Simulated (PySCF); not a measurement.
Spinor energies of Mg (magnesium, neutral)

Start: [Ne] 3s2. Calculated with PySCF 2.14 in x2c-QZVPPall-2c (9s7p5d2f, 69 functions): generalised Hartree-Fock with the X2C-1e Hamiltonian and a Gaussian nucleus; one run each with spin-orbit coupling (SO) switched off, then screened by Boettger's factors.

```
spinor shell  electrons  ε, spin-free (eV)  ε, screened SO (eV)  weight of nominal j (screened SO)  rms radius, screened SO (bohr)
       1s1/2          2            -1336.5              -1336.5                              1.000                           0.151
       2s1/2          2            -102.85              -102.85                              1.000                           0.754
       2p1/2          2            -62.055              -62.271                              1.000                           0.771
       2p3/2          4            -62.055              -61.948                              1.000                           0.774
       3s1/2          2             -6.896               -6.896                              1.000                            3.52
```

| quantity | spin-free | screened SO |
| --- | --- | --- |
| E (hartree) | -199.92168 | -199.92173 |
| M_J | 0 | 0 |
| ⟨J²⟩ | 0.000 | 0.000 |
| ⟨L²⟩ | 0.000 | 0.000 |
| ⟨S²⟩ | 0.000 | 0.000 |

Without spin-orbit coupling the j labels of p, d and f shells carry no meaning; the spin-free column gives the mean over the occupied spinors of each nl shell.
